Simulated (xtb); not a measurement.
Cl$_{4}$Pt (SMILES [Cl][Pt-2]([Cl])([Cl])[Cl]), charge -2, singlet, geometry from GFN2-xTB (such geometries of metal compounds can be far from the true shape).

xtb was given this input:
```
$ xtb mol.xyz --gfn 2 --chrg -2 --gbsa methanol --json

# file mol.xyz
5

Pt     0.00000000    -0.00000000     0.00000000
Cl     2.15416113    -0.88643382     0.05491437
Cl     0.88652359     2.15481268     0.00699610
Cl    -2.15416113     0.88643382    -0.05491437
Cl    -0.88652359    -2.15481268    -0.00699610
```

### Question
What total energy does xtb with GFN2-xTB with GBSA(methanol) give?

### Answer
-23.5635 Eh

### Question
Predict the partial charges in atom order from GFN2-xTB with GBSA(methanol).

### Answer
Pt1 -0.02, Cl2 -0.50, Cl3 -0.50, Cl4 -0.50, Cl5 -0.50

### Question
What is the computed HOMO-LUMO gap (GFN2-xTB with GBSA(methanol))?

### Answer
1.92 eV
